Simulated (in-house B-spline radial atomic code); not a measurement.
The numbers below are computed, except where a source is named.
## N in an electron gas of r_s = 2.07: phase shifts, screening, friction and resistivity

A nucleus sits in a uniform electron gas with a rigid positive background. The Kohn-Sham equations are solved self-consistently in the spin-unpolarised LDA (PW92), non-relativistic, on B-splines with outgoing waves at the boundary and partial waves to l = 8. The model has no lattice, no bands and no magnetic solution. Atomic units; δ_l are the phase shifts at the Fermi level, counted so that each bound state adds π, and good to about 0.0005.

The density parameter is r_s = 2.07 bohr, near that of the valence electrons of Al (3 per atom, density 2.7 g/cm³, mass 26.98 u, which gives r_s = 2.07).

```csv
l,δ_l (rad)
0,4.5906
1,1.9624
2,0.0729
3,0.0170
4,0.0033
5,0.0008
6,0.0003
7,0.0002
8,0.0002
```

Bound levels below the band bottom (hartree): s -13.28, s -0.1946.

(1) Check the Friedel sum rule, and say where the screening charge sits.

(2) Find the transport cross section and the electronic stopping of a 1 keV N ion (mass 14.01 u).

(3) What residual resistivity would 1 atomic per cent of such centres give in Al?

(4) On a substitutional site the background of one host ion, a sphere holding 3 charges, is taken out. The phase shifts for l = 0 to 4 become 4.2439, 1.2780, -0.2239, -0.0691, -0.0160. What follows?

## Answers

(1) k_F = (9π/4)^(1/3)/r_s = 0.92713. The rule is Z = (2/π) Σ (2l + 1) δ_l. The terms are s 2.922, p 3.748, d 0.232, f 0.076 and 0.031 beyond, in all 7.009 against Z = 7. Bound states hold 4 s, 0 p, 0 d electrons, so the scattering states carry 3.01 in all; where a term is smaller than its bound count, the bound level has drawn weight out of the band.

(2) σ_tr = (4π/k_F²) Σ (l + 1) sin²(δ_l − δ_(l+1)). The terms for l = 0 to 3 are 0.2412, 1.8036, 0.0094, 0.0008, all together 2.0550, so σ_tr = 14.619 × 2.0550 = 30.043 bohr². With n = 3/(4π r_s³) = 0.02692, the friction coefficient is Q = n k_F σ_tr = 0.7497. For v well below v_F = 0.927, dE/dx = Q v; with 24801 eV per u at v = 1, v = √(1000/(24801 × 14.01)) = 0.0536, so dE/dx = 0.04022 hartree/bohr = 20.7 eV/nm. The largest term couples the p and d waves.

(3) Δρ = k_F n_i σ_tr/n in atomic units of 21.74 μΩ·cm. With one host atom per 3 electrons, n_i/n = 0.01/3, so Δρ = 0.9271 × 0.00333 × 30.043 × 21.74 = 2.02 μΩ·cm. This is an atom added to the gas, as on an interstitial site.

(4) The Friedel sum is now 4.00, for Z − 3 = 4. The sum in σ_tr is 2.1045, so σ_tr = 30.77 bohr² and Δρ = 2.07 μΩ·cm per atomic per cent, 1.02 times the value above. A real host ion scatters too, so this model doesn't give zero even for the host's own atom.
